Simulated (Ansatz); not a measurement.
Total energies of the cluster KBr2⁻ (the lowest singlet isomer of a short search) from Ansatz at PBE-D4/def2-TZVPD, gas phase (1 Eh = 27.2114 eV = 2625.5 kJ/mol). The reference geometry is relaxed at PBE0-D4/def2-TZVPD.

```xyz
3

K    -0.0030   -0.0034    0.0016
Br   -0.2924   -0.6753   -2.9305
Br    0.2953    0.6787    2.9289
```

```csv
state,geometry,energy (Eh)
charge -1 singlet,reference,-5747.47174
charge 0 doublet,reference,-5747.31904
charge -1 triplet,relaxed at PBE0-D4/def2-TZVPD,-5747.33775
charge -1 quintet,relaxed at PBE0-D4/def2-TZVPD,-5747.13607
```

**Question.** Work out the vertical ionisation energy to the doublet.

**Answer.** E(charge 0 doublet) − E(charge -1 singlet) = -5747.31904 − (-5747.47174) = 0.15270 Eh = 4.16 eV. For comparison, −ε of the highest occupied level is 1.74 eV at this level, 2.42 eV less.

**Question.** Which of the charge -1 states is lowest, and how far above it are the others?

**Answer.** The singlet. triplet: -5747.33775 − (-5747.47174) = 0.13399 Eh = 351.8 kJ/mol; quintet: -5747.13607 − (-5747.47174) = 0.33567 Eh = 881.3 kJ/mol. The quintet differs in its bonds from the reference.

At PBE-D4/def2-TZVPD the gap within one spin of the charge 0 doublet nearly closes, so an electron or hole may be smeared out by delocalisation error. At PBE-D4/def2-TZVPD the gap within one spin of the charge -1 triplet nearly closes, so an electron or hole may be smeared out by delocalisation error. At PBE-D4/def2-TZVPD the gap within one spin of the charge -1 quintet nearly closes, so an electron or hole may be smeared out by delocalisation error. At PBE-D4/def2-TZVPD the highest occupied level of the charge -1 triplet lies above zero (up to 0.86 eV). It is a level of α spin, whose loss leaves a doublet; that state wasn't run at this geometry and level. The electron is either unbound and held by the finite basis, or the level is raised by self-interaction error. At PBE-D4/def2-TZVPD the highest occupied level of the charge -1 quintet lies above zero (up to 1.20 eV). It is a level of α spin, whose loss leaves a quartet; that state wasn't run at this geometry and level. The electron is either unbound and held by the finite basis, or the level is raised by self-interaction error. 

The structure comes from a short search, and lower isomers may exist.
